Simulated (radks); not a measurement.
Values are calculated unless marked as measured or tabulated.
Initial-state core-level shifts of neutral holmium when its valence configuration changes from [Xe] 4f11 6s2. Code: a radial shooting solver on a logarithmic mesh with Libxc functionals. Model: Dirac Kohn-Sham, PBEsol, spin-unpolarised, spherical densities, finite nucleus; open shells fill j = l - 1/2 first; Fermi nuclear charge, rms radius 5.2022 fm. Shifts are changes of the shell-averaged eigenvalues in eV (positive: less bound); the change of the density at the nucleus, which sets a Mossbauer isomer shift, is in e/bohr^3, on a base of 8.043e+05.

valence,2p,3s,3p,4p,density at nucleus
4f11 6p2,-2.445,-2.406,-2.406,-2.432,-57.08
4f11 6s1.5 6p0.5,-0.651,-0.641,-0.642,-0.648,-12.91
4f10 5d1 6s1.5 6p0.5,-7.360,-8.212,-8.195,-7.811,+26.64
4f10.5 6s2 6p0.5,-4.675,-5.035,-5.028,-4.892,+26.89
4f10 5d1 6s2,-6.753,-7.606,-7.590,-7.204,+41.87
4f11 5d1 6s1,+0.698,+0.670,+0.670,+0.696,-31.79
4f11 5d2,+0.904,+0.861,+0.862,+0.906,-59.69
